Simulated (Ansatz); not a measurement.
A run on C$_{2}$H$_{4}$FIn, SMILES `C=[CH][InH][F]` with other settings.

```yaml
crystal:
  periodic: [false, false, false]
  atoms:
    - {symbol: C, position_ang: [-0.912175, 1.085741, -0.028606]}
    - {symbol: C, position_ang: [0.359803, 0.746589, -0.222635]}
    - {symbol: In, position_ang: [0.919058, -1.266879, 0.063224]}
    - {symbol: F, position_ang: [-0.745702, -2.184547, 0.589011]}
    - {symbol: H, position_ang: [-1.660629, 0.357230, 0.270403]}
    - {symbol: H, position_ang: [-1.259373, 2.108970, -0.160984]}
    - {symbol: H, position_ang: [1.075455, 1.507695, -0.521423]}
    - {symbol: H, position_ang: [2.223553, -2.354810, 0.011010]}
basis:
  gaussian: {orbitals: def2-mTZVP, fitting: {mean_field: cc-pVTZ-jkfit}}
hamiltonian: {xc: {name: revPBE}}
output: {forces: true}
```

```sh
$ ansatz run in.yaml --threads 2 --pin off --events-out ev --progress --plain --max-ram 32768MiB --backend cpu
```

It prints (some lines left out):

```
Functional definition: revPBE
Error: <dir> the basis set cc-pVTZ-JKFIT has no functions for In
```

It took 0.2 s on 2 threads of a server CPU on a shared host, with 0.47 GiB of host memory at the peak.
